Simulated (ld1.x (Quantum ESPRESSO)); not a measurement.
What one change does to a pseudopotential (palladium, RRKJ)

- Element: palladium
- Generator: ld1.x (Quantum ESPRESSO) 7.5
- Type: norm-conserving RRKJ (Kleinman–Bylander form)
- Functional: PW91
- Relativity: scalar-relativistic
- Frozen core: [Kr]
- Valence charge: 10
- Reference configuration: 4d10 5s0 5p0
- Partial waves: 5p (bound, empty): rc 4.20 bohr; 4d (bound): rc 2.15 bohr; 4f channel at -0.05 Ry: rc 4.05 bohr; 5s (bound, empty): rc 2.65 bohr
- Local potential: the s channel
- Core correction: none

All-electron outer shells of the reference configuration (PW91, scalar-relativistic, ld1.x):

```json
{"shell": "4s", "level (eV)": "-85.41", "outermost node (bohr)": "0.45", "outermost maximum (bohr)": "0.85"}
{"shell": "4p", "level (eV)": "-51.27", "outermost node (bohr)": "0.46", "outermost maximum (bohr)": "0.91"}
{"shell": "4d", "level (eV)": "-4.11", "outermost node (bohr)": "0.45", "outermost maximum (bohr)": "1.10"}
{"shell": "5s", "level (eV)": "-3.39", "outermost node (bohr)": "1.15", "outermost maximum (bohr)": "2.67"}
{"shell": "5p", "level (eV)": "-0.39", "outermost node (bohr)": "1.32", "outermost maximum (bohr)": "4.75"}
```

Change: wave 4d (bound): rc 2.15 bohr becomes 4d (bound): rc 1.80 bohr.

Cutoffs: the cutoffs (Ry, on a coarse ladder) from which the occupation-weighted sum of valence levels, in a spherical-Bessel basis at the reference potential, stays within 10 and 1 mRy of its value at 400 Ry; they do not see the model core or the augmentation charge, which bear on the density cutoff. Errors are all-electron minus pseudo energies relative to the spin-unpolarised reference configuration.

**Question.** Predict the effect on cutoff, ghosts and configuration errors.

**Answer.** The potential gets harder (40 Ry and 50 Ry → 50 Ry and 55 Ry); of the 7 tests that both files solve, the error grows in 6 and shrinks in 0 by more than 15 % and 0.3 meV (median size 242.3 → 322.2 meV); neither file shows a bound ghost. A smaller radius makes the pseudo-wave follow the all-electron one further in, where it bends more sharply, so more plane waves are needed. That the errors move this way runs against the usual rule that smaller radii transfer better.

| quantity | base | changed |
| --- | --- | --- |
| cutoff, loose | 40 Ry | 50 Ry |
| cutoff, tight | 50 Ry | 55 Ry |
| bound ghosts | none | none |
| error for 4d9 5s0 5p0, meV [ΔE 9.19 eV] | -48 | -51 |
| error for 4d8 5s0 5p0, meV [ΔE 30.08 eV] | -279 | -323 |
| error for 4d7 5s0 5p0, meV [ΔE 64.52 eV] | -747 | -953 |
| error for 4d8 5s1 5p0, meV [ΔE 13.71 eV] | -242 | -322 |
| error for 4d6 5s0 5p0, meV [ΔE 113.95 eV] | -1374 | -1974 |
| error for 4d9 5s1 5p0, meV [ΔE 1.50 eV] | -54 | -72 |
| error for 4d9 5s0 5p1, meV [ΔE 5.28 eV] | -57 | -66 |
| s: phases at 4.55 bohr within 0.05 rad from the reference energy up to (Ry; the scan ends near 5) | 0.8 | 0.8 |
| p: phases at 4.55 bohr within 0.05 rad from the reference energy up to (Ry; the scan ends near 5) | 1.2 | 1.2 |
| d: phases at 4.55 bohr within 0.05 rad from the reference energy up to (Ry; the scan ends near 5) | 0.4 | 0.4 |
| f: phases at 4.55 bohr within 0.05 rad from the reference energy up to (Ry; the scan ends near 5) | 2.0 | 2.0 |
